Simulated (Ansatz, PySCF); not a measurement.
VF3, SMILES [V]([F])([F])[F] (connectivity only; charge and spin as stated), neutral, multiplicity 3. Atoms are numbered in the order given.

```xyz
4

V      0.0000     0.0000     0.0414
F      0.0000     0.0000     1.7613
F      0.0000     1.4277    -0.9414
F      0.0000    -1.4277    -0.9414
```
Charge 0, spin multiplicity 3.

Coordinates come from a PBE0-D3(BJ)/def2-SVP optimisation. The multiplicity is an assumed one; other spin states were not compared.

Two levels are set side by side: PBE-D3(BJ)/def2-SVP (Ansatz, an electronic-structure program) and PBE0-D3(BJ)/def2-SVP (Ansatz). Each level has its own optimised geometry; the coordinates shown are those of the second. Frequencies come from the Hessian of PySCF at each geometry. Differences are taken from unrounded values.

```csv
quantity,PBE0-D3(BJ)
mean bond length (Å),1.729
bond V1–F2 (Å),1.720
bond V1–F3 (Å),1.733
bond V1–F4 (Å),1.733
highest harmonic wavenumber (cm⁻¹),826
mean harmonic wavenumber (cm⁻¹),446
zero-point energy (kcal/mol),3.83
```

Problem. What does PBE-D3(BJ) give, and how far is it from PBE0-D3(BJ)? (The exact figures need the calculation; the answer reports its results.)

Solution. 
```csv
quantity,PBE-D3(BJ),PBE-D3(BJ) minus PBE0-D3(BJ)
mean bond length (Å),1.737,0.008
bond V1–F2 (Å),1.726,0.006
bond V1–F3 (Å),1.743,0.010
bond V1–F4 (Å),1.743,0.009
highest harmonic wavenumber (cm⁻¹),814,-12
mean harmonic wavenumber (cm⁻¹),434,-11
zero-point energy (kcal/mol),3.73,-0.10
```

GGA bonds tend to be longer and softer than those of functionals with exact exchange. Differences between two approximate levels are no errors against the true value.
